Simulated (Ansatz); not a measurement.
[closo-2-(Br)B7H6]2- (B7H6Br²⁻). Charge -2, multiplicity 1. Geometry r2SCAN-D4/def2-SVPD; atoms count from 1.

```xyz
14

B    -0.1432    0.4501   -1.3181
B    -0.3117    1.2815    0.0821
B     1.1534    0.2000   -0.0334
B     0.3144   -1.2068    0.7556
B    -0.0399    0.3034    1.3663
B    -1.1155   -0.3555    0.0235
B     0.2506   -1.1160   -0.9043
Br   -0.8027    3.2991    0.2113
H    -0.2762    0.8769   -2.4522
H     2.3394    0.5060   -0.0624
H     0.5724   -2.1910    1.4346
H    -0.0838    0.6036    2.5470
H    -2.3087   -0.6320    0.0543
H     0.4516   -2.0193   -1.7042
```

A multiply charged anion in the gas phase is held together partly by the finite basis. The highest occupied level of the charge -2 singlet lies above zero (up to 1.96 eV). The electron is either unbound and held by the finite basis, or the level is raised by self-interaction error.

(1) Estimate the Mulliken populations from the PBE0/def2-TZVPD orbitals of Ansatz.

(2) And the Mayer bond orders between bonded heavy atoms (over 0.3)?

Answers

(1) 
```tsv
atom	charge (e)
B1	0.13
B2	0.62
B3	-1.34
B4	0.67
B5	0.13
B6	-1.34
B7	0.67
Br8	-0.69
H9	-0.15
H10	-0.11
H11	-0.17
H12	-0.15
H13	-0.11
H14	-0.17
```
Mulliken values and Mayer orders depend strongly on the basis. With diffuse functions, as here, like atoms can get unlike values, and bond orders can come out too low or too high.

(2) B1–B2 0.56 (1.64 Å); B1–B3 0.86 (1.84 Å); B1–B6 0.86 (1.84 Å); B1–B7 0.62 (1.67 Å); B2–B3 0.99 (1.82 Å); B2–B5 0.56 (1.64 Å); B2–B6 0.99 (1.82 Å); B3–B4 0.44 (1.82 Å); B3–B5 0.86 (1.84 Å); B3–B7 0.44 (1.82 Å); B4–B5 0.62 (1.67 Å); B4–B6 0.44 (1.82 Å); B4–B7 0.62 (1.66 Å); B5–B6 0.86 (1.84 Å); B6–B7 0.44 (1.82 Å). Values over 0.3 also appear between atoms too far apart for a bond (B1–B5 0.67 at 2.69 Å; B3–B6 1.86 at 2.34 Å; B3–Br8 0.36 at 3.67 Å; B6–Br8 0.36 at 3.67 Å); they arise where an orbital or an unpaired electron spreads over both atoms.
